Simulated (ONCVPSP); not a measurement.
# oxygen: excitation energies, all-electron against ONCV

| Item | Value |
| --- | --- |
| Element | oxygen |
| Generator | ONCVPSP 4.0.1 |
| Type | optimised norm-conserving Vanderbilt (ONCV) |
| Functional | PBEsol |
| Relativity | scalar-relativistic |
| Frozen core | [He] |
| Valence charge | 6 |
| Reference configuration | 2s2 2p4 |
| Partial waves | 2s: rc 0.60 bohr, ncon 5, nbas 8, qcut 12 1/bohr, 2 projectors, debl 0.7 Ha; 2p: rc 1.50 bohr, ncon 3, nbas 7, qcut 9.2 1/bohr, 1 projector |
| Local potential | polynomial inside 0.40 bohr (lpopt 5, dvloc0 4 Ha) |
| Core correction | none |

In the s channel the program set the typed energies aside and used -0.875, 0.250 Ha.

Energies are relative to the spin-unpolarised reference configuration 2s2 2p4; without spin polarisation the order of configurations can differ from experiment.

```json
{"valence configuration": "2s2 2p3", "charge": "+1", "ΔE all-electron (eV)": "16.360", "error AE − PS (meV)": "+17"}
{"valence configuration": "2s2 2p1", "charge": "+3", "ΔE all-electron (eV)": "103.544", "error AE − PS (meV)": "+816"}
```

**Question.** What are ΔE and the potential's error for 2s2 2p3.5?

**Answer.** ΔE = 6.254 eV all-electron; the error (AE − PS) is +1.9 meV.

**Question.** What are ΔE and the potential's error for 2s2 2p2?

**Answer.** ΔE = 49.837 eV all-electron; the error (AE − PS) is +184 meV.

Levels in the configuration 2s2 2p1:

```
level  all-electron (eV)  pseudo (eV)
   2s            -79.232      -78.889
   2p            -64.759      -63.731
```

Note: ghosts flagged at negative energy: s at -436.0 eV; GHOST(+) flags only above 600 eV. A true bound ghost makes a file unfit for plane-wave use.
